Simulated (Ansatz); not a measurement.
# What each rung costs, and what it gives

Saddle point of CH₇GaO, singlet (GaH₃O ([OH][GaH2]) + CH₄ → CH₅Ga ([CH3][GaH2]) + H₂O (still joined by a long Ga–O bond); bonds formed: Ga1–C6, O2–H5; bonds broken: H5–C6; bonds weakened to dative contacts: Ga1–O2), PBE0-D4/def2-TZVP structure:

```
10
angstrom
Ga -0.8073 0.1178 -0.8336
O 0.9901 0.9468 -0.9759
H -0.8702 -1.1906 -1.6880
H -1.9026 1.2071 -0.6365
H 0.7787 0.3316 0.0816
C 0.0865 -0.3433 1.1240
H 1.6047 0.4817 -1.5507
H 0.8585 -1.0958 1.3032
H -0.8635 -0.8780 1.2755
H 0.1250 0.4224 1.9003
```

Barriers are electronic and count from the start structure reached by relaxing down the imaginary mode.

Program: Ansatz 0.2.0. Basis: as named in each row. Cores are frozen in the correlated methods. Filled d shells of the heavier atoms are correlated. The def2 sets are not built for correlating such inner shells, so the correlated values are less sure here. B3LYP uses VWN-RPA correlation. Extrapolation: Hartree–Fock as exp(−7.88 √X), correlation as X^−2.97.

Times are rough, for one single point on 4 threads of a shared host (Arm Neoverse V1).

The estimate by CCSD(T) at an estimated basis limit (MP2 extrapolated from triple and quadruple zeta, plus CCSD(T) − MP2 in triple zeta) is 34.25 kcal/mol.

```tsv
method	basis	time (s)	barrier (kcal/mol)	method less estimate
HF	STO-3G	under 1	49.16	14.91
SPW92	def2-SVP	under 1	17.57	-16.69
PBE-D4	STO-3G	under 1	35.06	0.81
PBE-D4	def2-SVP	under 1	26.40	-7.86
B3LYP-D4	6-31G	under 1	35.27	1.01
SPW92	def2-TZVPP	under 1	19.95	-14.30
PBE0-D4	def2-SVP	under 1	28.89	-5.36
PBE-D4	def2-TZVPP	1	28.71	-5.54
BLYP-D4	def2-TZVPP	2	34.20	-0.06
B3LYP-D4	def2-TZVPP	2	35.29	1.04
BHLYP-D4	def2-TZVPP	2	38.29	4.04
PBE0-D4	def2-TZVPP	2	30.82	-3.44
CAM-B3LYP-D4	def2-TZVPP	2	35.06	0.80
r2SCAN-D4	def2-TZVPP	3	30.37	-3.88
CCSD(T)	def2-SVP	3	37.15	2.90
r2SCAN0-D4	def2-TZVPP	3	31.90	-2.36
RPA on PBE	def2-TZVPP	3	34.80	0.55
B2PLYP	def2-TZVPP	3	35.72	1.47
PBE-QIDH	def2-TZVPP	3	32.58	-1.67
wB97M-V	def2-SVP	4	30.91	-3.34
wB97X-V	def2-TZVPP	6	34.63	0.38
B97M-V	def2-TZVPP	6	35.38	1.13
wB97M-V	def2-TZVPP	6	33.79	-0.46
MP2	def2-QZVPP	15	33.28	-0.97
CCSD(T)	def2-TZVPP	63	34.52	0.27
```

All methods are single points on the PBE0-D4 structures.

T1 diagnostic: at most 0.014.

Labels in which every atom is bracketed show which atoms are joined, not bond orders.
